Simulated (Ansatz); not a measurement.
C2H8OSSi can be A, `CSC[SiH2]O`, or B, `C[SiH](O)CS`.

Program: Ansatz. Geometries: PBE0-D4/def2-TZVP. ΔE: electronic, gas phase. CBS: MP2 limit from def2 TZ/QZ plus the TZ coupled-cluster correction, frozen cores. DFT in def2-TZVPP. B3LYP here is the variant with VWN-RPA as its local correlation; programs differ in this. Each species was taken in one conformer, which may not be the lowest.

(1) Which is lower in electronic energy at CCSD(T)/CBS, and by how much? (Best estimate.)

(2) Give E(B) − E(A) in kJ/mol with B3LYP, B2PLYP, PBE0-D4, CCSD/def2-TZVPP, PBE-D4, r2SCAN-D4, B3LYP-D4. (Estimate.)

Largest T1 diagnostic: 0.011.

## Answers

(1) The calculation gave: B, by 53.1 kJ/mol.

(2) Computed: B3LYP -51.6, B2PLYP -52.3, PBE0-D4 -52.3, CCSD/def2-TZVPP -55.3, PBE-D4 -50.2, r2SCAN-D4 -54.5, B3LYP-D4 -51.5. None reverses the order clearly.
